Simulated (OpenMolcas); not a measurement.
Tc4+ among 2 point charges of -2.5 e arranged as a linear pair (D∞h).

```yaml
Program: OpenMolcas 26.06
Method: "SS-CASPT2, IPEA 0.25 Eh, imaginary shift 0.1 Eh (closed shells correlated: 4s 4p)"
Basis: ANO-RCC-VDZP [6s5p3d1f]
Scalar_Hamiltonian: DKH2, point nucleus
Active_space: 3 electrons in 5 orbitals (4d)
State_averaging: 2S+1 = 4 even, 10 roots; 2S+1 = 2 even, 40 roots
Spin-orbit_coupling: RASSI with atomic mean-field integrals over the reference wave functions
```

All point charges move together. At R = 1.94 Å the first state of the same spin is 4530 cm-1, and at R = 2.26 Å it is 2270 cm-1.

**Question.** A third run gives 3120 cm-1. What distance was it run at?

**Answer.** With a power law R^-n the two known points give n = -ln(2270 / 4530) / ln(2.26 / 1.94) = 4.53. Then R = 1.94 × (4530 / 3120)^(1/4.53) = 2.106 Å. The run was at 2.12 Å, so the estimate is off by -0.014 Å.

Roots that are degenerate in the reference are averaged as groups; the widest CASPT2 spread within a group is 67 cm-1 (the 2-fold group of multiplicity 2 near 54100 cm-1 above the lowest state of its run, R = 2.26). Shifts and gaps below about the spread of the groups concerned are not significant. Free-ion shares, where given, are those of the reference states; single-state CASPT2 does not remix them. This is an electrostatic model: the charges have no orbitals. No measured value stands beside these numbers.
